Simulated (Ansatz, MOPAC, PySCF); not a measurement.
The molecule CN-, closed-shell singlet (lowest of 2S+1 = 1, 3, 5 at CCSD(T)/def2-TZVPP on PBE0 minima; our sources give no spin for the ground state, which may be another).

The constants come from a fifth-degree fit in 1/R (seven points, main isotopes). Runs in def2 and cc sets follow the lowest solution found near the PBE0 minimum. The singlet is held restricted. HF and MP2 rows in def2 and cc sets belong to the determinant that coupled cluster picked by its CCSD energy.

Cores are frozen in the correlated methods. CBS(a, b) extrapolates the correlation energy as X⁻³ and adds the Hartree–Fock energy of set b. Rows in 6-31G* carry no dispersion term and start afresh at each structure (6-31G* with six Cartesian d functions). MP2/6-31G* freezes PySCF's default core. The state that PM3 reach isn't checked.

Codes used: Ansatz (a program for electronic structure) with Gaussian orbitals; MOPAC for PM3 (differences of heats of formation); PySCF for 6-31G* rows. Values without a source in brackets are computed.

```tsv
level	r_e (Å)	ω_e (cm⁻¹)	ω_e x_e (cm⁻¹)
PM3	1.172	2316	8.3
B3LYP/6-31G*	1.184	2139	12
MP2/6-31G*	1.201	1998	15
MP2/aug-cc-pVTZ	1.191	1977	14
MP2/CBS(def2-TZVPP, def2-QZVPP)	1.185	…	14
SCS-MP2/aug-cc-pVQZ	1.184	2019	14
CCSD/def2-TZVPP	1.175	2132	11
CCSD(T)/CBS(aug-cc-pVQZ, aug-cc-pV5Z)	…	…	12
```

Problem. Some entries are withheld; supply them.

Solution. 
- CCSD(T)/CBS(aug-cc-pVQZ, aug-cc-pV5Z), r_e (Å): 1.180
- CCSD(T)/CBS(aug-cc-pVQZ, aug-cc-pV5Z), ω_e (cm⁻¹): 2068
- MP2/CBS(def2-TZVPP, def2-QZVPP), ω_e (cm⁻¹): 2007
